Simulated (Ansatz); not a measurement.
Task: Predict a relaxed structure of cis-[VBr2(NH3)4]+ (VBr₂N₄H₁₂⁺), charge 1, triplet, at r2SCAN-D4/def2-SVP (Ansatz).

Result: 
```xyz
19

V     0.003    0.087   -0.581
Br    1.627   -0.754   -2.153
N    -1.162    0.704    1.208
H    -0.679    0.857    2.097
H    -1.951    0.085    1.418
H    -1.595    1.597    0.949
Br   -1.601    1.346   -1.869
N     1.157   -1.031    0.957
H     1.531   -1.853    0.471
H     0.691   -1.373    1.802
H     1.987   -0.524    1.277
N     1.229    1.880   -0.356
H     0.807    2.572   -0.986
H     2.164    1.699   -0.736
H     1.359    2.358    0.540
N    -1.230   -1.685   -0.906
H    -1.277   -2.457   -0.235
H    -0.864   -2.093   -1.775
H    -2.195   -1.414   -1.121
```
The metal has 6 neighbours: Br 2.41 Å, N 2.22 Å, Br 2.41 Å, N 2.22 Å, N 2.18 Å, N 2.18 Å. This is one stationary point.
